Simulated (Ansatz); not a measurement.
`BC[CH2][SbH2]` + H₂ → `C[CH2][SbH2]` + BH₃ at 298.15 K and 1 bar (hydrogenolysis of a C–B bond).

Calculated with Ansatz (gas phase, PBE0-D4/def2-TZVP geometries, no zero-point term in ΔE). CCSD(T)/CBS adds triple-zeta CCSD(T) − MP2 to the extrapolated MP2 energy (def2 sets, frozen cores). This one scheme is used for every species. Elements past krypton have def2 core potentials. For Sb outer-core shells are correlated without core-valence functions, which leaves a few kJ/mol of doubt a bond. Each species was taken in one conformer, which may not be the lowest.

```csv
species,CCSD(T)/CBS energy (Eh),H − E (kJ/mol),S (J/(mol·K))
`BC[CH2][SbH2]`,-345.68505,255.4,352.5
H₂,-1.17544,35.1,130.4
`C[CH2][SbH2]`,-320.31453,223.2,315.2
BH₃,-26.55200,78.7,188.3
```

H − E and S are ideal-gas, rigid-rotor, harmonic terms from PBE0-D4/def2-TZVP, for one conformer and one mirror image of each species. For small species the MP2-based limit differs from directly extrapolated CCSD(T) by up to some mEh (0.8 for H₂); such offsets cancel only in part. 1 Eh = 2625.50 kJ/mol, R = 8.31446 J/(mol·K).

Task: By hand: ΔE, ΔH, ΔS and ΔG.

Result: ΔE = (-320.31453) + (-26.55200) − (-345.68505) − (-1.17544) = -0.00604 Eh = -15.9 kJ/mol. Δ(H − E) = 223.2 + 78.7 − 255.4 − 35.1 = 11.4, so ΔH = -4.5 kJ/mol. ΔS = 315.2 + 188.3 − 352.5 − 130.4 = 20.6 J/(mol·K). ΔG = -4.5 − 298.15 × (20.6)/1000 = -10.6 kJ/mol.

Task: By hand: the equilibrium constant, and the temperature at which ΔG would vanish if ΔH and ΔS stayed fixed.

Result: log₁₀ K = −ΔG/(RT ln 10) = 1.9. ΔH and −TΔS have one sign here, so there is no such temperature. One of them is within its doubt of zero, so this could turn.

TΔS isn't small against ΔH here. A doubt of 5 kJ/mol in ΔE shifts log₁₀ K by 0.9 here. Other conformers and mirror images would add mixing entropy, several J/(mol·K) or more a flexible species. These are equilibria of isolated gas molecules and say nothing of rates. Largest T1 diagnostic: 0.013 (customary marks: 0.02 for closed shells, 0.045 for open ones).
